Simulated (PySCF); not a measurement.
## Computed properties of Si(H)(F)2(OH) (F₂H₂OSi), SMILES F[SiH](O)F

F2H2OSi, SMILES O[SiH](F)F. The structure is a stationary point at PBE0-D3(BJ)/def2-SVP. Other conformers were not sampled. All values are computed for the isolated molecule unless a solvent is named; none is compared with measurement here.

**Structure.** The optimised structure has Cs symmetry. All 12 harmonic modes at PBE0-D3(BJ)/def2-SVP (PySCF) are real, so it is a minimum. With heavy atoms numbered as in [SiH:1]([OH:2])([F:3])[F:4], the shortest bond between them is Si1–F3 at 1.610 Å and the longest Si1–O2 at 1.631 Å.

**Vibrations.** The strongest infrared lines (harmonic, unscaled, degenerate partners summed) lie at 976 cm⁻¹ (243 km/mol, Si 50 %, F 42 %), 1009 cm⁻¹ (239 km/mol, Si 49 %, O 34 %, F 11 %), 885 cm⁻¹ (152 km/mol, H 60 %, O 15 %, Si 14 %, F 12 %). The softest mode is at 190 cm⁻¹ and the zero-point energy is 18.3 kcal/mol.

**Electronic structure.** r2SCAN/def2-TZVPD (PySCF) places the frontier levels at -8.98 and -0.23 eV, a gap of 8.75 eV, and gives a dipole moment of 1.12 D and a mean polarisability of 29.4 bohr³.

**Excitations.** TDDFT-M06-2X/def2-SVPD (PySCF) has S1 at 9.03 eV (137 nm, f = 0.029, weak); the most intense of the 10 singlets computed lies at 11.52 eV (f = 0.32). T1 (TDA) is at 8.66 eV. No vertical singlet excitation falls in the visible range (under 3.1 eV).

**NMR.** GIAO shifts at HF/pcSseg-2 (PySCF) (non-relativistic, atoms alike by connectivity averaged): ¹H from 3.1 to 4.5 ppm against TMS; ²⁹Si at -73.2 ppm against TMS; ¹⁹F at -111.8 ppm against CFCl3.
